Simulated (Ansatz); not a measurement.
A run for Ansatz (a program for electronic structure): R-CCSD(T)/aug-cc-pV(T+d)Z on AlClH2 (SMILES [AlH2][Cl]), atoms moved off the minimum. Files ending in .json are basis or fitting sets from the Basis Set Exchange.

Ansatz 0.2 input:
```yaml
crystal:
  periodic: [false, false, false]
  atoms:
    - {symbol: Al, position_ang: [0.09201265, -0.35821886, -1.10987703]}
    - {symbol: H, position_ang: [-1.39135148, -0.48265942, -1.70719522]}
    - {symbol: H, position_ang: [1.55774257, -0.63740404, -1.67021863]}
    - {symbol: Cl, position_ang: [-0.00748651, 0.30254164, 0.96341279]}
basis:
  gaussian:
    orbitals: aug-cc-pV_T+d_Z.json
magnetization: {spin_polarized: false}
correlation: {method: ccsd_t, electrons: outside_noble_gas}
scf: {lower_state_search: off}
output: {forces: true}
```

**Question.** What total energy does the run end on?

**Answer.** -702.9924 hartree (reference determinant -702.6723, T1 diagnostic 0.009).

**Question.** How many basis functions does it have, and what does it roughly cost on one machine?

**Answer.** 156 functions; around 60 core-seconds (rough).
